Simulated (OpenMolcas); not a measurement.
What dynamic correlation does to the levels of Kr⁴⁺

```yaml
Program: OpenMolcas
Basis: ANO-R3 [7s6p5d4f2g1h]
Scalar_Hamiltonian: X2C, finite nucleus
Active_space: 2 electrons in 3 orbitals (4p)
State_averaging: 2S+1 = 3 even, 3 roots; 2S+1 = 1 even, 6 roots
Spin-orbit_coupling: state interaction with AMFI integrals over the reference wave functions, term energies averaged over their components
```

Methods on the same reference wave functions:
A. CASSCF
B. SS-CASPT2, IPEA 0.25 Eh, imaginary shift 0.1 Eh (closed shells correlated: 3d 4s)
C. XMS-CASPT2, IPEA 0.25 Eh, imaginary shift 0.1 Eh (closed shells correlated: 3d 4s)

Energies in cm-1 above 4s2 4p2 3P0, the measured ground level; measured values from Saloman, J. Phys. Chem. Ref. Data 36, 215 (2007).

```
      Level      A      B      C  Measured
4s2 4p2 3P0    0.0    0.0    0.0       0.0
4s2 4p2 3P1   3158   3330   3330      3743
4s2 4p2 3P2   6945   6910   6900      7595
4s2 4p2 1D2  21829  18820  18750     19723
4s2 4p2 1S0  45444  38450  38520     39204
```

Deviations, from unrounded energies. A percentage is the sum of absolute deviations over the sum of measured energies, with the sign that they share, or ± where signs differ.

```json
{"Against measurement": "mean absolute deviation (cm-1)", "Levels": "4", "A": "2400", "B": "690", "C": "690"}
{"Against measurement": "fine structure of the ground term (%)", "Levels": "2", "A": "-10.9", "B": "-9.6", "C": "-9.7"}
{"Against measurement": "other terms of the ground configuration (%)", "Levels": "2", "A": "+14.2", "B": "-2.8", "C": "-2.8"}
```

B, C lie about equally close to measurement and A furthest from it. The largest miss of C in the table is 4s2 4p2 1D2, by -970 cm-1. The ranking rests on the paired levels alone, and a cruder setting can come out closer through cancelling errors.

Between B and C the level of the table that moves most is 4s2 4p2 1S0, by 75 cm-1 (lowest in B, highest in C). Moves below CASPT2's spread within the term are not significant.

The two smallest mean deviations differ by little beside CASPT2's spread within terms, so their order carries little weight.

From A to B the spin-free energies of the other terms of 4s2 4p2 shown, above 3P, scale by factors of 0.78 to 0.81.

The lowest spin-free term lies below A's lowest term by 0.567 hartree in B, 0.571 hartree in C.

CASPT2 breaks the degeneracy within a term, and the mean is taken; among the terms shown or strongly mixed into the levels shown the widest spread is 630 cm-1 (4s2 4p2 1D, C). With the s shell closed, the reference lacks s² → p² mixing. Measured partners are found by configuration, term and J. A level has none where our copy of the source lacks it or the pairing is in doubt (some pairs that miss far off the trend of their configuration count as doubtful), and it then counts in no deviation. Only configurations of the active space appear.
